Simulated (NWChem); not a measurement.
System: C₂H₅BFN; SMILES C=CB(N)F

NWChem printed, in part:

```
             Northwest Computational Chemistry Package (NWChem) 7.3.0
             --------------------------------------------------------

                             Geometry "geometry" -> ""
                             -------------------------

 Output coordinates in angstroms (scale by  1.889725989 to convert to a.u.)

  No.       Tag          Charge          X              Y              Z
 ---- ---------------- ---------- -------------- -------------- --------------
    1 B                    5.0000    -0.03975900    -0.51329800     0.00264800
    2 F                    9.0000    -0.87498100    -1.55989400    -0.17962300
    3 C                    6.0000    -0.65278700     0.91898200     0.13456200
    4 C                    6.0000     0.00532200     2.06011800    -0.10928600
    5 H                    1.0000    -1.70597100     0.99331800     0.41342800
    6 H                    1.0000    -0.46203300     3.03961500    -0.02439200
    7 H                    1.0000     1.04881800     2.06847800    -0.42342800
    8 N                    7.0000     1.33745900    -0.78023000     0.06253500
    9 H                    1.0000     1.71091300    -1.71220500    -0.05214900
   10 H                    1.0000     2.03158600    -0.07462900     0.25677500

 Effective nuclear repulsion energy (a.u.)     152.0821645728

                              NWChem Property Module
                              ----------------------

  itol2e modified to match energy
  convergence criterion.

                                 NWChem DFT Module
                                 -----------------

 Summary of "ao basis" -> "ao basis" (spherical)
 ------------------------------------------------------------------------------
       Tag                 Description            Shells   Functions and Types
 ---------------- ------------------------------  ------  ---------------------
 B                          pcsseg-1                 7       17   3s3p1d
 F                          pcsseg-1                 7       17   3s3p1d
 C                          pcsseg-1                 7       17   3s3p1d
 H                          pcsseg-1                 3        5   2s1p
 N                          pcsseg-1                 7       17   3s3p1d

  itol2e modified to match energy
  convergence criterion.

[...]

          -----------------------------------------
          Chemical Shielding Tensors (GIAO, in ppm)
          -----------------------------------------

                                NWChem CPHF Module
                                ------------------

  scftype          =     RHF
  nclosed          =       19
  nopen            =        0
  variables        =     1729
  # of vectors     =        3
  tolerance        = 0.10D-03
  level shift      = 0.00D+00
  max iterations   =       50
  max subspace     =       30

 SCF residual:    8.8256992479979755E-005

Iterative solution of linear equations
  No. of variables     1729
  No. of equations        3
  Maximum subspace       30
        Iterations       50
       Convergence  1.0D-04

   iter   nsub   residual    time
   ----  ------  --------  ---------
     1      3    8.88D-01      37.1
     2      6    1.16D-01      41.4
     3      9    1.38D-02      45.8
     4     12    9.59D-04      50.1
     5     15    7.34D-05      54.4

      Atom:    1  B
        Diamagnetic
    199.4328     -1.5447      1.3365
     -1.5447    200.8861      2.6029
      1.3365      2.6029    174.1535

        Paramagnetic
   -120.4198    -13.8744     -7.7698
    -13.8744   -147.6971    -10.9594
     -7.7698    -10.9594    -85.2995

        Total Shielding Tensor
     79.0130    -15.4191     -6.4333
    -15.4191     53.1890     -8.3565
     -6.4333     -8.3565     88.8541

           isotropic =      73.6853
          anisotropy =      27.5542

          Principal Components and Axis System
                 1           2           3
               92.0548     85.3615     43.6397

      1        -0.4104      0.8077      0.4233
      2        -0.0331     -0.4771      0.8782
      3         0.9113      0.3464      0.2225

      Atom:    2  F
        Diamagnetic
    473.9765     13.2136      2.0554
     13.2136    479.7284      3.0289
      2.0554      3.0289    463.9744

        Paramagnetic
   -262.0247     40.4186    -18.9598
     40.4186   -208.1680    -17.6255
    -18.9598    -17.6255    -30.9922

        Total Shielding Tensor
    211.9518     53.6322    -16.9044
     53.6322    271.5604    -14.5966
    -16.9044    -14.5966    432.9821

           isotropic =     305.4981
          anisotropy =     196.5572

          Principal Components and Axis System
                 1           2           3
              436.5363    299.7655    180.1926

      1        -0.1032      0.4927      0.8640
      2        -0.1209      0.8560     -0.5026
      3         0.9873      0.1563      0.0288

      Atom:    3  C
        Diamagnetic
    258.5465      1.5594     -3.6989
      1.5594    271.3660     -1.1756
     -3.6989     -1.1756    244.2194

        Paramagnetic
   -306.2914     45.5541     66.4745
     45.5541   -251.6960     -1.2547
     66.4745     -1.2547    -90.4221

        Total Shielding Tensor
    -47.7449     47.1135     62.7757
     47.1135     19.6700     -2.4303
     62.7757     -2.4303    153.7973

           isotropic =      41.9075
          anisotropy =     195.9399

          Principal Components and Axis System
                 1           2           3
              172.5341    -85.8124     39.0007

      1         0.2878      0.8852      0.3654
      2         0.0735     -0.4008      0.9132
      3         0.9549     -0.2360     -0.1805

      Atom:    4  C
        Diamagnetic
    258.6386      4.0614     -4.3056
      4.0614    265.8974     -2.0617
     -4.3056     -2.0617    244.0564

[...]
```

Level: BHandHLYP/pcSseg-1, GIAO. Structure relaxed at the B3LYP/6-31G* (spherical d) level. The printed shielding anisotropy is the first printed principal value minus the mean of the other two.

**Question.** Which NWChem input produces such a log?

**Answer.** One answer among several that fit: the input that was run:
```
start job
memory heap 200 mb stack 900 mb global 1100 mb
geometry units angstroms noautosym nocenter noautoz
  B     -0.039759    -0.513298     0.002648
  F     -0.874981    -1.559894    -0.179623
  C     -0.652787     0.918982     0.134562
  C      0.005322     2.060118    -0.109286
  H     -1.705971     0.993318     0.413428
  H     -0.462033     3.039615    -0.024392
  H      1.048818     2.068478    -0.423428
  N      1.337459    -0.780230     0.062535
  H      1.710913    -1.712205    -0.052149
  H      2.031586    -0.074629     0.256775
end
basis spherical
  * library pcsseg-1
end
dft
  xc bhlyp
  iterations 150
end
property
  shielding
end
task dft property
```
